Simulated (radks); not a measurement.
Computed order of ionisation of sulfur. At each step one electron was removed from each of the four highest sub-shells of the ion before, moves of one valence electron (up to charge 6) and the configuration listed by NIST were tried, and the lowest configuration was kept. Calculated with a radial shooting solver on a logarithmic mesh with Libxc functionals: Dirac Kohn-Sham, PBE, spin-unpolarised, spherical densities, finite nucleus; Fermi nuclear charge, rms radius of each element as measured or else 0.836 A^(1/3) + 0.57 fm. Sub-shells are occupied by j as written (lower j first in brackets).

| species | lowest configuration found | NIST configuration | margin to the next tried (eV) | IE (eV) | NIST IE (eV) | kind |
|---|---|---|---|---|---|---|
| S | [Ne] 3s2 3p(1/2: 2, 3/2: 2) | same | - | 11.726 | 10.360 | exp. |
| S+ | [Ne] 3s2 3p(1/2: 2, 3/2: 1) | same | 0.099 | 22.229 | 23.338 | exp. |
| S2+ | [Ne] 3s2 3p(1/2: 2, 3/2: 0) | same | 0.115 | 34.107 | 34.86 | semi-emp. |
| S3+ | [Ne] 3s2 3p(1/2: 1, 3/2: 0) | same | 11.895 | 46.886 | 47.22 | semi-emp. |
| S4+ | [Ne] 3s2 | same | 12.383 | 73.242 | 72.595 | exp. |
| S5+ | [Ne] 3s1 | same | 12.836 | 88.117 | 88.053 | exp. |
| S6+ | [Ne] | same | 171.50 | 282.09 | 280.95 | exp. |
| S7+ | [He] 2s2 2p(1/2: 2, 3/2: 3) | same | 1.395 | 332.75 | 328.79 | exp. |
| S8+ | [He] 2s2 2p(1/2: 2, 3/2: 2) | same | 1.499 | 386.16 | 379.8 | semi-emp. |
| S9+ | [He] 2s2 2p(1/2: 2, 3/2: 1) | same | 1.610 | 442.16 | 447.7 | semi-emp. |
| S10+ | [He] 2s2 2p(1/2: 2, 3/2: 0) | same | 1.728 | 502.41 | 504.6 | semi-emp. |
| S11+ | [He] 2s2 2p(1/2: 1, 3/2: 0) | same | 37.683 | 563.20 | 564.41 | semi-emp. |
| S12+ | [He] 2s2 | same | 32.805 | 653.11 | 652.0 | semi-emp. |
| S13+ | [He] 2s1 | same | 2427.3 | 704.81 | 706.99 | theory |

Reference values: NIST Atomic Spectra Database (exp. = measured, semi-emp. = semi-empirical, theory = theoretical value adopted there). Spin polarisation and multiplet splitting are left out, so open shells lie too high by an amount that depends on their filling.

Beside tabulated values, note that spin-unpolarised runs miss the spin-polarisation part of the exchange energy of open shells.
